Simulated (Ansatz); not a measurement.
The cluster La6, relaxed as a triplet with UKS r2SCAN-D4/def2-SVP in Ansatz, starting from the r2SCAN-D4/def2-SVP geometry of the neutral singlet. Force threshold 0.02 eV/Å.

In the def2 sets La takes a core potential; there is no spin–orbit coupling. The charge 0 triplet is spin-contaminated (final ⟨S²⟩ up to 3.82, 2.00 for a pure state). The relaxation made no stability test and no search for a lower SCF solution. The structure comes from a short search, and lower isomers may exist.

Start:

Cartesian coordinates in Å:
```
La -2.928 -0.756 1.364
La 1.627 0.292 -1.939
La -0.230 1.943 0.569
La -1.737 -0.134 -1.860
La 0.184 -1.342 0.642
La 3.084 -0.003 1.223
```

(1) Estimate the energy that the relaxation releases and the steps that it takes.

(2) Does the start keep its bonding and symmetry?

(3) Predict the relaxed structure.

Results:

(1) 10.6 kcal/mol, in 17 steps; 10 min on 4 threads of Intel Xeon Platinum 8259CL on a shared host. No frequencies were taken in this run, so the end may be a saddle point.

(2) Bonds formed: La1–La6 (atoms count from 1). Point group Cs at the start, Cs at the end, both within 0.05 Å.

(3) 
Cartesian coordinates in Å:
```
La -1.9736 -0.4227 1.9630
La 1.8702 0.3691 -2.0098
La -0.2029 1.8019 0.1780
La -2.0290 -0.0990 -1.9149
La 0.2556 -1.7860 -0.0992
La 2.0797 0.1367 1.8828
```
Bond lengths (bridged metal pairs left out): 13 × La–La 3.30 to 4.09 Å.
